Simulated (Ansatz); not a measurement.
`[SiH3]S[CH2][GeH3]` + `C#N` → `N#[C][GeH3]` + `CS[SiH3]` at 700 K and 1 bar (formal exchange of groups at a Ge–C bond).

Calculated with Ansatz (gas phase, PBE0-D4/def2-TZVP geometries, no zero-point term in ΔE). CCSD(T)/CBS is the MP2 limit (def2-TZVPP, def2-QZVPP) plus CCSD(T) − MP2 in def2-TZVPP, frozen cores. This one scheme is used for every species. For Ge outer-core shells are correlated without core-valence functions, which leaves a few kJ/mol of doubt a bond. Scalar relativity is left out up to krypton. One conformer a species, not always the lowest.

| species | CCSD(T)/CBS energy (Eh) | H − E (kJ/mol) | S (J/(mol·K)) |
| --- | --- | --- | --- |
| `[SiH3]S[CH2][GeH3]` | -2805.83640 | 293.3 | 519.1 |
| `C#N` | -93.32098 | 68.7 | 235.2 |
| `N#[C][GeH3]` | -2170.64236 | 131.1 | 348.7 |
| `CS[SiH3]` | -728.52947 | 230.7 | 406.0 |

H − E and S are ideal-gas, rigid-rotor, harmonic terms from PBE0-D4/def2-TZVP, for one conformer and one mirror image of each species. 1 Eh = 2625.50 kJ/mol, R = 8.31446 J/(mol·K).

Problem. By hand: ΔE, ΔH, ΔS and ΔG.

Solution. ΔE = (-2170.64236) + (-728.52947) − (-2805.83640) − (-93.32098) = -0.01445 Eh = -37.9 kJ/mol. Δ(H − E) = 131.1 + 230.7 − 293.3 − 68.7 = -0.2, so ΔH = -38.1 kJ/mol. ΔS = 348.7 + 406.0 − 519.1 − 235.2 = 0.4 J/(mol·K). ΔG = -38.1 − 700 × (0.4)/1000 = -38.4 kJ/mol.

Problem. By hand: the equilibrium constant, and the temperature at which ΔG would vanish if ΔH and ΔS stayed fixed.

Solution. log₁₀ K = −ΔG/(RT ln 10) = 2.9. ΔH and −TΔS have one sign here, so there is no such temperature. One of them is within its doubt of zero, so this could turn.

The number of gas molecules stays the same, so ΔS is small and ΔH decides. A doubt of 5 kJ/mol in ΔE shifts log₁₀ K by 0.4 here. Other conformers and mirror images would add mixing entropy, several J/(mol·K) or more a flexible species. Modes under 60 cm⁻¹, often nearly free rotors, make the harmonic entropy too high. These are equilibria of isolated gas molecules and say nothing of rates. Largest T1 diagnostic: 0.014 (customary marks: 0.02 for closed shells, 0.045 for open ones).
